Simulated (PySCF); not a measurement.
Gas-phase reaction: Sn(CH3)4 → SnH4 + 2 C2H4, at 600 K and a standard pressure of 1 bar. Level: PBE0/def2-TZVP.

Computed with PySCF and rigid-rotor harmonic-oscillator thermochemistry at 1 bar. All species are closed-shell singlets. Sn: scalar-relativistic def2 core potential, no spin-orbit coupling. The harmonic model lacks anharmonicity and excited electronic states, which grow with temperature; levels with a mode under 35 cm⁻¹ are left out. Internal rotation in Sn(CH3)4 is treated as a harmonic vibration of one conformer, which makes the entropy rough.

```csv
species,E (Ha),H(600 K) − E (kJ/mol),S°(600 K) (J/mol/K)
Sn(CH3)4,-373.81180,468.2,547.5
SnH4,-216.66474,98.5,271.3
C2H4,-78.51226,161.6,257.2
```
E: electronic energy; H − E holds the zero-point and thermal terms. 1 Ha = 2625.5 kJ/mol.

Problem. Work out ΔH°, ΔS°, ΔG° and log10 K from these numbers.

Solution. 1. ΔE = 1×(-216.66474) + 2×(-78.51226) − 1×(-373.81180) = 0.12254 Ha = 321.7 kJ.
2. Δ(H − E) = 1×(98.5) + 2×(161.6) − 1×(468.2) = -46.5 kJ, so ΔH° = 275.2 kJ.
3. ΔS° = 1×(271.3) + 2×(257.2) − 1×(547.5) = 238.2 J/K; the number of gas molecules changes by +2.
4. ΔG° = ΔH° − TΔS° = 275.2 − 600×(238.2)/1000 = 132.3 kJ.
5. log10 K = −ΔG°/(RT ln 10) = -11.51, with RT ln 10 = 11.49 kJ/mol; at standard pressures the reactants are favoured.
6. A shift of 10 kJ in ΔE would move log10 K by 0.87 here.
For scale, ΔH°(298 K) is 283 kJ at this level, 274 kJ at ωB97M-V/def2-TZVP†, and runs from 106 to 319 kJ over the 16 levels computed († marks an energy on the PBE0/def2-TZVP geometry).
